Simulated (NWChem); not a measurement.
Species: CBr2F2; SMILES FC(F)(Br)Br

Program: NWChem. Pople sets run with spherical d functions. This build's default masses of Se (78.918 u) and Br (79.917 u) are each other's, which moves their modes by up to 0.6 %. Each level has its own optimisation; frequencies are unscaled.

For level Hartree-Fock/6-31G*:

| Property | Result |
|---|---|
| r C–F (Å) | 1.313 |
| r Br–C (Å) | 1.924 |
| lowest (cm⁻¹) | 180 |
| dipole (D) | 0.57 |

Q: How do the values read with level Hartree-Fock/3-21G instead?

A: 
| Quantity | Value |
|---|---|
| r C–F (Å) | 1.346 |
| r Br–C (Å) | 1.974 |
| lowest (cm⁻¹) | 168 |
| dipole (D) | 1.10 |
